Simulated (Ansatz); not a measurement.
```tsv
atom	x (Å)	y (Å)	z (Å)
Sc	-0.0411	0.0284	0.0023
F	1.7847	0.0285	-0.0169
F	-0.9022	1.6266	-0.0077
F	-0.9060	-1.5912	-0.0480
```

Basis set: def2-TZVP (spherical functions). Frozen core: 8 orbitals. Charge 0, multiplicity 1.

Computed with Ansatz (development build ahead of 0.2.0); each method stands on the lowest determinant of its kind that the runs found. Restricted open shells among the atoms or ions are ROHF, correlated in semicanonical orbitals with singles.

Question: Give the atomization energy at this shape (free ground-state atoms in the same class of orbitals less the molecule, no zero-point energy) of singlet ScF₃ by RHF-MP2, RHF.

Answer:

```json
{"method": "RHF-MP2", "atomization energy": "20.24 eV"}
{"method": "RHF", "atomization energy": "14.58 eV"}
```
